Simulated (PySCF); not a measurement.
**Interval between two levels of N+ by level of theory**

N+ [He] 2s2 2p2 [3P2, M_J = 2] → N+ [He] 2s1 2p3 [5S2, M_J = 2], as a difference of total energies. Computed with PySCF 2.14 in x2c-TZVPall-2c, with the two-component X2C-1e Hamiltonian. Correlated levels: 1s2 frozen. "Screened" scales the spin-orbit matrix elements by Boettger's factors to mimic the two-electron term; Breit and QED terms are absent.

```tsv
method	interval between two levels (cm⁻¹)
GHF (spin-free)	31803
GMP2 (spin-free)	41965
GHF (screened spin-orbit)	31747
GMP2 (screened spin-orbit)	41910
```

Errors of the correlated levels include the incompleteness of this basis and the frozen core.

The labels give the starting determinants; with spin-orbit coupling the two ends relaxed to ⟨J²⟩ = 6.01, ⟨L²⟩ = 2.00, ⟨S²⟩ = 2.00 and ⟨J²⟩ = 6.00, ⟨L²⟩ = 0.00, ⟨S²⟩ = 6.00.

For comparison: 46654 cm⁻¹ (measured; NIST Handbook of Basic Atomic Spectroscopic Data (Sansonetti and Martin, J. Phys. Chem. Ref. Data 34, 1559 (2005))).
